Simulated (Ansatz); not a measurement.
Several settings on one geometry of the cluster Li5H8⁺ (that of the charge 1 singlet, r2SCAN-D4/def2-TZVP). Ansatz on 4 threads of Arm Neoverse V1 on a shared host; times are rough.

```xyz
13

Li    1.516    1.802   -0.446
Li    0.654   -0.693    1.206
Li    0.813   -0.537   -1.221
Li   -1.515   -1.805    0.418
Li   -1.390    1.165   -0.032
H     1.798    0.224    0.195
H    -3.192   -3.001    0.768
H    -1.265   -0.163    1.124
H     2.399    3.680   -0.707
H     0.095   -1.811   -0.206
H    -2.780   -3.465    0.350
H    -0.046    1.260   -1.170
H     2.912    3.345   -0.278
```

Totals from different functionals, basis sets or treatments of relativity can't be compared as stabilities.

The spins typed aren't always the lowest for that charge.

Question: Give the basis size and estimate the energy, ⟨S²⟩ and time of these runs.

```json
{"run": "1", "method": "UKS CAM-B3LYP-D3(BJ)/STO-3G", "charge": "1", "state": "singlet", "further keys": "scf: {omitted_lower_state_checks: [starts]}; forces asked"}
{"run": "2", "method": "RKS LDA (SPW92)/STO-3G", "charge": "1", "state": "singlet", "further keys": "final_grid: {core_spheres: 5, valence_spheres: 4, degree: 11}; scf: {omitted_lower_state_checks: [starts]}; forces asked"}
{"run": "3", "method": "ROKS r2SCANh-D3(BJ)/cc-pVDZ", "charge": "1", "state": "triplet", "further keys": "scf: {omitted_lower_state_checks: [starts]}; forces asked"}
```

Answer: 
| run | functions | energy (Eh) | ⟨S²⟩ | wall time |
| --- | --- | --- | --- | --- |
| 1 | 33 | -41.5655 | 0.00 | 1.4 s |
| 2 | 33 | -40.8154 | – | 0.25 s |
| 3 | 110 | -42.0291 | – | 8 s |
